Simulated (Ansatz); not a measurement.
Born–Oppenheimer molecular dynamics of AlBrClH₃ (6 atoms, charge 0, multiplicity 1). It starts at the highest image of a converged band, a first-order saddle point between two minima.

Method: RKS PBE0/def2-SVP in Ansatz 0.2.0.

- ensemble: NVE (velocity Verlet)
- time step: 0.5 fs
- steps asked: 200
- starting velocities drawn for: 300 K
- seed: 7051

First frame:

```xyz
6
Properties=species:S:1:pos:R:3
Al 0.014 -0.243 0.047
Cl 0.010 0.147 2.317
H 1.421 0.115 -0.572
H -1.415 0.033 -0.561
Br 0.089 -2.638 0.815
H 0.058 -1.442 1.970
```

How far do the bonds stretch over the last three quarters of this one trajectory? (Pairs bonded in most of those frames.)


```csv
bond,mean (Å),spread (Å),shortest,longest
Al1–Cl2,2.492,0.139,2.28,2.74
Al1–H3,1.580,0.009,1.57,1.59
Al1–H4,1.580,0.039,1.52,1.64
Al1–Br5,2.407,0.080,2.25,2.48
Cl2–H6,1.396,0.092,1.27,1.60
```

Pairs bonded in part of these frames only: Br5–H6 34 %.

Mean temperature of the second half: 368 K. The conserved energy stayed within 0.046 meV per atom of its start (net change 0.025 meV per atom), so the integration is sound. A run of 0.1 ps of so small a system gives no equilibrium averages. The orbitals stay closed-shell, which can raise the energy where a bond breaks towards radicals; this wasn't checked here.

Run time: 9.5 min on 1 thread of Arm Neoverse V2 (shared host), peak memory 0.17 GiB.
